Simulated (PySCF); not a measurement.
## Correlation energy of K⁺ (potassium, charge +1)

[Ar], closed-shell 1S. All numbers are calculated (PySCF 2.14, the spin-free X2C one-electron Hamiltonian (Gaussian nucleus), in aug-cc-pVDZ-X2C). Frozen: [Ne] 3s2; 6 electrons correlated.

Total MP2 correlation energy: -4.52 mhartree.

Same-spin part -1.44 and opposite-spin part -3.08 mhartree; SCS-MP2 scales them by 1/3 and 6/5 to -4.17 mhartree.

```tsv
level	correlation energy (mhartree)
CCSD	-4.70
(T)	-0.03
CCSD(T)	-4.73
```

Diagnostics: T1 = 0.0013, D1 = 0.0019, largest double amplitude 0.008.

Cost of the coupled-cluster step: 0.06 s of wall time on 1 thread of Intel(R) Xeon(R) 6975P-C (shared host), for 6 correlated electrons.
